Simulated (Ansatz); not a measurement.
Cs₃H₃⁻. Charge -1, multiplicity 2. Geometry r2SCAN-D4/def2-TZVPD; atoms count from 1.

Cartesian coordinates in Å:
```
Cs -0.179 -3.351 -0.703
Cs 2.697 0.290 0.641
Cs -1.519 1.084 -2.070
H -0.497 0.940 1.048
H -0.651 1.556 1.467
H 0.149 -0.520 -0.384
```

In the def2 sets Cs takes a core potential; there is no spin–orbit coupling. The charge -1 doublet is spin-contaminated (final ⟨S²⟩ up to 1.49, 0.75 for a pure state). In the doublet, H4 and H5 lie 0.76 Å apart (atoms count from 1), so H2 has formed as a molecule. The structure comes from a short search, and lower isomers may exist.

(1) Estimate the Mulliken populations from the PBE0/def2-TZVPD orbitals of Ansatz.

(2) Where does the spin sit?

Results:

(1) 
| atom | charge (e) | spin (α − β) |
| --- | --- | --- |
| Cs1 | -0.05 | -1.49 |
| Cs2 | -0.12 | 1.24 |
| Cs3 | -0.12 | 1.24 |
| H4 | -0.21 | -0.02 |
| H5 | 0.23 | 0.03 |
| H6 | -0.73 | 0.01 |
Mulliken values depend strongly on the basis. With diffuse functions, as here, like atoms can get unlike values, and bond orders can come out too low or too high.

(2) Summed by element: Cs 0.99, H 0.01, of 1 unpaired in all. Largest on single atoms: Cs1 -1.49, Cs3 1.24, Cs2 1.24.
